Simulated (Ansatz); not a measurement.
`[F][Al-]([F])([F])[OH+][SiH3]` → `[OH2+][Al-]([F])([F])[F]` + `[SiH2]` at 500 K and 1 bar (silylene formation by 1,1-elimination).

Gas-phase electronic energies from Ansatz, PBE0-D4/def2-TZVP geometries. CBS: MP2 limit from def2 TZ/QZ plus the TZ coupled-cluster correction, frozen cores. This one scheme is used for every species. One conformer a species, not always the lowest.

```
                        species  CCSD(T)/CBS energy (Eh)  H − E (kJ/mol)  S (J/(mol·K))
`[F][Al-]([F])([F])[OH+][SiH3]`               -908.37092           185.5          475.9
     `[OH2+][Al-]([F])([F])[F]`               -618.05821           131.2          398.7
                       `[SiH2]`               -290.19011            48.0          226.5
```

H − E and S are ideal-gas, rigid-rotor, harmonic terms from PBE0-D4/def2-TZVP, for one conformer and one mirror image of each species. 1 Eh = 2625.50 kJ/mol, R = 8.31446 J/(mol·K).

Problem. By hand: ΔE, ΔH, ΔS and ΔG.

Solution. ΔE = (-618.05821) + (-290.19011) − (-908.37092) = 0.12260 Eh = 321.9 kJ/mol. Δ(H − E) = 131.2 + 48.0 − 185.5 = -6.3, so ΔH = 315.6 kJ/mol. ΔS = 398.7 + 226.5 − 475.9 = 149.3 J/(mol·K). ΔG = 315.6 − 500 × (149.3)/1000 = 241.0 kJ/mol.

Problem. By hand: the equilibrium constant, and the temperature at which ΔG would vanish if ΔH and ΔS stayed fixed.

Solution. log₁₀ K = −ΔG/(RT ln 10) = -25.2. ΔG = 0 at ΔH/ΔS = 2114 K.

The number of gas molecules changes by +1, which sets the sign of ΔS. A doubt of 5 kJ/mol in ΔE shifts log₁₀ K by 0.5 here. Other conformers and mirror images would add mixing entropy, several J/(mol·K) or more a flexible species. Modes under 60 cm⁻¹, often nearly free rotors, make the harmonic entropy too high. These are equilibria of isolated gas molecules and say nothing of rates. Largest T1 diagnostic: 0.014 (customary marks: 0.02 for closed shells, 0.045 for open ones).
